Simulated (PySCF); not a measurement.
Cl$_{2}$Si, charge -1, doublet, geometry from GFN2-xTB (a state made from the parent by changing its charge; the spin is typed, not shown lowest), with bond 3-1 at 1.3 times its length; R2SCAN/def2-SVP (PySCF).

The PySCF input:
```python
from pyscf import gto, scf, dft

mol = gto.Mole()
mol.atom = '''
    Si    0.001929    0.007227    1.067714
    Cl    1.178613    1.407333   -0.451322
    Cl   -1.534840   -1.839438   -0.876677
'''
mol.basis = 'def2-svp'
mol.charge = -1
mol.spin = 1
mol.verbose = 4
mol.build()

mf = dft.UKS(mol)
mf.xc = 'r2scan'
mf.DIIS = scf.EDIIS
mf.kernel()
```

### Question
Predict the main parts of the log of this PySCF run.

### Answer

```
PySCF version 2.14.0

[INPUT] verbose = 4
[INPUT] num. atoms = 3
[INPUT] num. electrons = 49
[INPUT] charge = -1
[INPUT] spin (= nelec alpha-beta = 2S) = 1
[INPUT] symmetry False subgroup None
[INPUT] Mole.unit = angstrom
[INPUT] Symbol           X                Y                Z      unit          X                Y                Z       unit  Magmom
[INPUT]  1 Si     0.001929000000   0.007227000000   1.067714000000 AA    0.003645281694   0.013657050702   2.017687039364 Bohr   0.0
[INPUT]  2 Cl     1.178613000000   1.407333000000  -0.451322000000 AA    2.227255776852   2.659473936063  -0.852874973991 Bohr   0.0
[INPUT]  3 Cl    -1.534840000000  -1.839438000000  -0.876677000000 AA   -2.900427245027  -3.476034043118  -1.656679429705 Bohr   0.0

nuclear repulsion = 129.684743769157
number of shells = 24
number of NR pGTOs = 108
number of NR cGTOs = 54
basis = def2-svp
ecp = {}

******** <class 'pyscf.dft.uks.UKS'> ********
method = UKS
initial guess = minao
damping factor = 0
level_shift factor = 0
DIIS = <class 'pyscf.scf.diis.EDIIS'>
diis_start_cycle = 1
diis_space = 8
diis_damp = 0
SCF conv_tol = 1e-09
SCF conv_tol_grad = None
SCF max_cycles = 50
direct_scf = True
direct_scf_tol = 1e-13
number electrons alpha = 25  beta = 24
XC library pyscf.dft.libxc version 7.1.2
    S. Lehtola, C. Steigemann, M. J. T. Oliveira, and M. A. L. Marques,  SoftwareX 7, 1–5 (2018)
XC functionals = r2scan
    J. W. Furness, A. D. Kaplan, J. Ning, J. P. Perdew, and J. Sun,  J. Phys. Chem. Lett. 11, 8208–8215 (2020)
    J. W. Furness, A. D. Kaplan, J. Ning, J. P. Perdew, and J. Sun,  J. Phys. Chem. Lett. 11, 9248–9248 (2020)
    J. W. Furness, A. D. Kaplan, J. Ning, J. P. Perdew, and J. Sun,  J. Phys. Chem. Lett. 11, 8208–8215 (2020)
    J. W. Furness, A. D. Kaplan, J. Ning, J. P. Perdew, and J. Sun,  J. Phys. Chem. Lett. 11, 9248–9248 (2020)
radial grids:
    Treutler-Ahlrichs [JCP 102, 346 (1995); DOI:10.1063/1.469408] (M4) radial grids

becke partition: Becke, JCP 88, 2547 (1988); DOI:10.1063/1.454033
pruning grids: <function nwchem_prune>
grids dens level: 3
symmetrized grids: False
atomic radii adjust function: <function treutler_atomic_radii_adjust>
small_rho_cutoff = 0
Set gradient conv threshold to 3.16228e-05
tot grids = 56944
init E= -1209.16133506923

cycle= 1 E= -1209.38064304212  delta_E= -0.219  |g|= 0.365  |ddm|= 1.07
cycle= 2 E= -1206.45649659012  delta_E= 2.92  |g|= 1.73  |ddm|= 2.43
cycle= 3 E= -1209.13204628617  delta_E= -2.68  |g|= 0.669  |ddm|= 2.81
cycle= 4 E= -1209.21253809679  delta_E= -0.0805  |g|= 0.57  |ddm|= 0.316
cycle= 5 E= -1209.21253810113  delta_E= -4.33e-09  |g|= 0.57  |ddm|= 1.1e-08
cycle= 6 E= -1209.21253808342  delta_E= 1.77e-08  |g|= 0.57  |ddm|= 4.51e-08
cycle= 7 E= -1209.21253809397  delta_E= -1.06e-08  |g|= 0.57  |ddm|= 2.69e-08
cycle= 8 E= -1209.21253810902  delta_E= -1.5e-08  |g|= 0.57  |ddm|= 3.84e-08
cycle= 9 E= -1209.21253809487  delta_E= 1.42e-08  |g|= 0.57  |ddm|= 3.61e-08
cycle= 10 E= -1209.21253809841  delta_E= -3.55e-09  |g|= 0.57  |ddm|= 9.05e-09
cycle= 11 E= -1203.27853467202  delta_E= 5.93  |g|= 1.82  |ddm|= 3.85
cycle= 12 E= -1208.84556283282  delta_E= -5.57  |g|=  0.9  |ddm|= 4.21
cycle= 13 E= -1208.95945460028  delta_E= -0.114  |g|= 0.804  |ddm|= 0.344
cycle= 14 E= -1208.95945501744  delta_E= -4.17e-07  |g|= 0.804  |ddm|= 9.18e-07
cycle= 15 E= -1208.95945460645  delta_E= 4.11e-07  |g|= 0.804  |ddm|= 9.05e-07
cycle= 16 E= -1208.95945459129  delta_E= 1.52e-08  |g|= 0.804  |ddm|= 3.34e-08
cycle= 17 E= -1208.95945459902  delta_E= -7.73e-09  |g|= 0.804  |ddm|= 1.7e-08
cycle= 18 E= -1208.95945466335  delta_E= -6.43e-08  |g|= 0.804  |ddm|= 1.42e-07
cycle= 19 E= -1208.95945459963  delta_E= 6.37e-08  |g|= 0.804  |ddm|= 1.4e-07
cycle= 20 E= -1201.08006710454  delta_E= 7.88  |g|= 2.05  |ddm|= 8.37
cycle= 21 E= -1208.47376628633  delta_E= -7.39  |g|=  1.1  |ddm|= 8.82
cycle= 22 E= -1208.66993572207  delta_E= -0.196  |g|= 0.976  |ddm|= 0.912
cycle= 23 E= -1208.66993572182  delta_E= 2.51e-10  |g|= 0.976  |ddm|= 1.01e-09
cycle= 24 E= -1208.66993572275  delta_E= -9.32e-10  |g|= 0.976  |ddm|= 3.73e-09
cycle= 25 E= -1208.6699357339  delta_E= -1.11e-08  |g|= 0.976  |ddm|= 4.45e-08
cycle= 26 E= -1208.6699357219  delta_E= 1.2e-08  |g|= 0.976  |ddm|= 4.79e-08
cycle= 27 E= -1208.66993572003  delta_E= 1.87e-09  |g|= 0.976  |ddm|= 7.48e-09
cycle= 28 E= -1208.6699357215  delta_E= -1.47e-09  |g|= 0.976  |ddm|= 5.89e-09
cycle= 29 E= -1200.39133571631  delta_E= 8.28  |g|= 2.02  |ddm|= 9.06
cycle= 30 E= -1208.50115864118  delta_E= -8.11  |g|= 1.08  |ddm|= 9.23
cycle= 31 E= -1208.5494939313  delta_E= -0.0483  |g|= 1.04  |ddm|= 0.243
cycle= 32 E= -1208.54949393141  delta_E= -1.05e-10  |g|= 1.04  |ddm|= 4.62e-10
cycle= 33 E= -1208.54949393105  delta_E= 3.54e-10  |g|= 1.04  |ddm|= 1.55e-09
cycle= 34 E= -1208.54949392722  delta_E= 3.83e-09  |g|= 1.04  |ddm|= 1.67e-08
cycle= 35 E= -1208.54949390851  delta_E= 1.87e-08  |g|= 1.04  |ddm|= 8.16e-08
cycle= 36 E= -1208.54949395046  delta_E= -4.2e-08  |g|= 1.04  |ddm|= 1.83e-07
cycle= 37 E= -1208.54949393128  delta_E= 1.92e-08  |g|= 1.04  |ddm|= 8.37e-08
cycle= 38 E= -1200.19542429905  delta_E= 8.35  |g|= 2.06  |ddm|= 9.15
cycle= 39 E= -1208.50184170901  delta_E= -8.31  |g|= 1.07  |ddm|= 9.21
cycle= 40 E= -1208.50981633011  delta_E= -0.00797  |g|= 1.06  |ddm|= 0.108
cycle= 41 E= -1208.50981633573  delta_E= -5.62e-09  |g|= 1.06  |ddm|= 2.52e-08
cycle= 42 E= -1208.50981629475  delta_E= 4.1e-08  |g|= 1.06  |ddm|= 1.83e-07
cycle= 43 E= -1208.509816333  delta_E= -3.82e-08  |g|= 1.06  |ddm|= 1.71e-07
cycle= 44 E= -1208.5098163052  delta_E= 2.78e-08  |g|= 1.06  |ddm|= 1.24e-07
cycle= 45 E= -1208.50981656933  delta_E= -2.64e-07  |g|= 1.06  |ddm|= 1.18e-06
cycle= 46 E= -1208.50981626946  delta_E= 3e-07  |g|= 1.06  |ddm|= 1.34e-06
cycle= 47 E= -1200.13271036019  delta_E= 8.38  |g|= 2.07  |ddm|= 9.18
cycle= 48 E= -1208.50129978844  delta_E= -8.37  |g|= 1.07  |ddm|=  9.2
cycle= 49 E= -1208.49774700452  delta_E= 0.00355  |g|= 1.07  |ddm|= 0.0755
cycle= 50 E= -1208.50443509338  delta_E= -0.00669  |g|= 1.07  |ddm|= 0.0638
SCF not converged.
SCF energy = -1208.50443509338 after 50 cycles  <S^2> = 0.75219733  2S+1 = 2.0021961
```

Convergence was not reached.
